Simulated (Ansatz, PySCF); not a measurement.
Noncovalent pair: H2S (SMILES S) (first 3 atoms) with C3H6 (SMILES C=CC); geometry from B3LYP-D3(BJ)/def2-TZVP, rigid monomers moved along the line of their centres of mass till H2···C4 is 3.68 Å.
(charge 0, multiplicity 1):
```xyz
12

S      0.12225     0.46332     0.72927
H      0.65053     0.15305     1.92706
H      1.24510     0.13301     0.07201
C      1.09953     0.02543     5.57567
C      0.00145    -0.71386     5.46637
C     -1.37154    -0.18288     5.20645
H      1.06620     1.10573     5.48663
H      2.06764    -0.42052     5.76410
H      0.08533    -1.79313     5.56366
H     -2.05558    -0.45810     6.01405
H     -1.36984     0.90385     5.11310
H     -1.78551    -0.60719     4.28704
```

Interaction energies are E(AB) − E(A) − E(B) at the monomers' geometry in the complex; basis-set methods are counterpoise corrected. Rows marked so take none.

Cores are frozen in the correlated methods. Rows in 3-21G, 6-311+G**, 6-31G* carry no dispersion term and start afresh at each structure (6-31G* with six Cartesian d functions). MP2/6-31G* freezes PySCF's default core.

The values were computed with Ansatz (Gaussian basis) for Hartree–Fock, density functionals and correlated methods; PySCF for 3-21G rows, 6-311+G** rows, 6-31G* rows, the dispersion terms. 

```tsv
level	interaction energy (kJ/mol)
PBE-D4/def2-TZVPPD	-5.0
r2SCAN/def2-TZVPPD	-3.1
r2SCAN-D3(BJ)/def2-TZVPPD	-4.6
B3LYP/3-21G (no counterpoise)	-3.2
B3LYP/6-31G*	?
B3LYP/6-311+G** (no counterpoise)	?
B3LYP-D3(BJ)/def2-TZVPPD	-4.4
MP2/6-31G*	-3.0
CCSD(T)/aug-cc-pV(D+d)Z	-4.0
```

Task: Fill in the missing entries.

Result: 
- B3LYP/6-31G*, interaction energy (kJ/mol): -1.6
- B3LYP/6-311+G** (no counterpoise), interaction energy (kJ/mol): -2.2

Ansatz is an electronic-structure program.
